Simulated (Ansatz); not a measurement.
Consider the substitution at a C–C bond: `CC1CCCC1` + `[CH3][Ga]([NH2])[OH]` → `C[O][Ga]([CH3])[NH2]` + `C1CCCC1`.

Computed with Ansatz on PBE0-D4/def2-TZVP structures; ΔE is electronic, products minus reactants. CCSD(T)/CBS is the MP2 limit (def2-TZVPP, def2-QZVPP) plus CCSD(T) − MP2 in def2-TZVPP, frozen cores. Functionals use def2-TZVPP. For Ga outer-core shells are correlated without core-valence functions, which leaves a few kJ/mol of doubt a bond. Scalar relativity is left out up to krypton. Each species was taken in one conformer, which may not be the lowest.

```json
{"level": "LDA (SPW92)", "ΔE (eV)": "0.70"}
{"level": "r2SCANh-D4", "ΔE (eV)": "0.67"}
{"level": "CAM-B3LYP-D4", "ΔE (eV)": "0.62"}
{"level": "B2PLYP", "ΔE (eV)": "0.64"}
{"level": "revPBE", "ΔE (eV)": "0.60"}
{"level": "PBE0", "ΔE (eV)": "0.65"}
{"level": "MP2/def2-TZVPP", "ΔE (eV)": "0.76"}
{"level": "MP2/CBS(def2)", "ΔE (eV)": "0.79"}
```

(1) What does CCSD(T)/CBS give? (An estimate is asked.)

Largest T1 diagnostic among the species: 0.013.

Results:

(1) Ansatz gave: +0.72 eV. The listed levels differ from it by -0.02, -0.05, -0.10, -0.08, -0.12, -0.07, 0.04, 0.07 eV.

In def2-TZVPP, CCSD(T) changes the Hartree–Fock value by +0.13 eV (the triples alone add +0.01 eV) and MP2 by +0.20 eV. Leaving LDA and LC-ωPBE aside and taking each functional with its dispersion term where it has one, the values, not all of them listed here, spread over 0.13 eV, from BLYP-D4 to PBE-QIDH. LDA lies +0.07 eV from PBE without D4. At CCSD(T), def2-SVP lies −0.09 eV from the extrapolated value and def2-TZVPP −0.03 eV.
